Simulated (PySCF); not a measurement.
This PySCF input asks for the NMR shieldings of SMILES N[B-]1(O)[NH2+][BH2-][NH2+]1, B$_{2}$H$_{9}$N$_{3}$O; the geometry comes from GFN2-xTB.

```python
import basis_set_exchange as bse
import numpy as np
from pyscf import gto, dft
from pyscf.prop import nmr

atoms = """
N     1.749101    0.689762   -0.500780
B     0.721089   -0.103810    0.168044
O     1.238948   -1.047949    1.067686
N    -0.429249   -0.765598   -0.831480
B    -1.542440    0.046428   -0.043558
N    -0.450821    0.834458    0.796321
H     2.672113    0.293597   -0.526107
H     1.531640    1.143654   -1.371341
H     0.555635   -1.488169    1.569571
H    -0.496962   -1.774934   -0.785112
H    -0.326540   -0.504785   -1.803748
H    -2.185858   -0.671134    0.650730
H    -2.171628    0.759896   -0.753043
H    -0.334880    1.805401    0.536714
H    -0.534563    0.791173    1.804192
"""
names = dict.fromkeys(["N", "B", "O", "H"], "pcSseg-1")
basis = {el: gto.basis.parse(bse.get_basis(n, elements=[el], fmt="nwchem")) for el, n in names.items()}
mol = gto.M(atom=atoms, basis=basis, charge=0, verbose=0)
mf = dft.RKS(mol, xc="PBE0")
mf.grids.level = 2
mf.grids.alignment = dft.numint.BLKSIZE   # the property module wants whole blocks of grid points
mf.conv_tol = 1e-9
mf.kernel()

calc = nmr.RKS(mf)   # GIAO
C = mf.mo_coeff
Co = C[:, mf.mo_occ > 0]
resp = mf.gen_response(singlet=True, hermi=2)
def vind(x):   # induced exchange potential for any number of trial vectors
    d = np.einsum("pi,xij,qj->xpq", C, 2 * x.reshape(-1, C.shape[1], Co.shape[1]), Co, optimize=True)
    return np.einsum("xpq,pi,qj->xij", resp(d - d.transpose(0, 2, 1)), C, Co, optimize=True).ravel()
mo1, _ = nmr.rhf.solve_mo1(calc, with_cphf=vind)
sigma = calc.kernel(mo1)
for i, s in enumerate(sigma):   # ppm
    w = np.linalg.eigvalsh((s + s.T) / 2)
    print("%2d %-2s iso %8.1f  s11 %8.1f  s22 %8.1f  s33 %8.1f" % (i, mol.atom_pure_symbol(i), w.mean(), *w))
```

Question: What are the results?

Answer: 
```
 0 N  iso    229.3  s11    197.5  s22    223.8  s33    266.5
 1 B  iso    102.2  s11     90.4  s22     98.7  s33    117.6
 2 O  iso    265.0  s11    254.9  s22    266.0  s33    274.1
 3 N  iso    206.3  s11    177.0  s22    205.5  s33    236.3
 4 B  iso    121.8  s11    115.5  s22    120.3  s33    129.5
 5 N  iso    207.0  s11    182.2  s22    202.5  s33    236.2
 6 H  iso     30.9  s11     24.3  s22     27.0  s33     41.3
 7 H  iso     32.0  s11     25.4  s22     29.5  s33     41.0
 8 H  iso     31.1  s11     23.4  s22     28.3  s33     41.6
 9 H  iso     30.0  s11     24.9  s22     26.5  s33     38.6
10 H  iso     30.1  s11     25.7  s22     26.3  s33     38.4
11 H  iso     29.1  s11     25.8  s22     28.7  s33     32.9
12 H  iso     29.1  s11     25.7  s22     28.6  s33     33.0
13 H  iso     29.7  s11     25.4  s22     25.8  s33     38.0
14 H  iso     30.0  s11     24.8  s22     26.3  s33     38.8
```

These numbers come from an equivalent density-fitted implementation of the same equations, which agrees with the script to about 0.01 ppm for H and up to a few tenths of a ppm for heavy atoms, so last digits may differ.

Size and cost of the density-fitted run: 147 basis functions, 15 s wall time on 1 thread of an Arm Neoverse V1, shared host; peak memory 0.7 GiB.
